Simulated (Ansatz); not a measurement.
Zn3, relaxed as a singlet with RKS PBE0/def2-TZVP in Ansatz, starting from the GFN1-xTB geometry. Force threshold 0.02 eV/Å.

The structure comes from a short search, and lower isomers may exist.

Start:

```xyz
3

Zn   -0.808   -1.238   -0.026
Zn    0.373    0.668   -1.269
Zn    0.435    0.570    1.295
```

```tsv
step	energy (eV)	largest force component (eV/Å)	SCF passes
1	-145238.9823	0.906	16
2	-145239.1281	0.459	21
3	-145239.2210	0.016	20
```

Force components are those of the run's own axes.

End:

```xyz
3

Zn   -0.9314   -1.4272   -0.0311
Zn    0.4297    0.7691   -1.4589
Zn    0.5016    0.6581    1.4901
```

By distances, no bond broke or formed. The bond that changes most is Zn1–Zn3, from 2.56 to 2.95 Å (atoms count from 1).

No frequencies were taken in this run, so the end may be a saddle point.

Run time 2.6 s (4 threads of AMD EPYC 9B45 on a shared host).
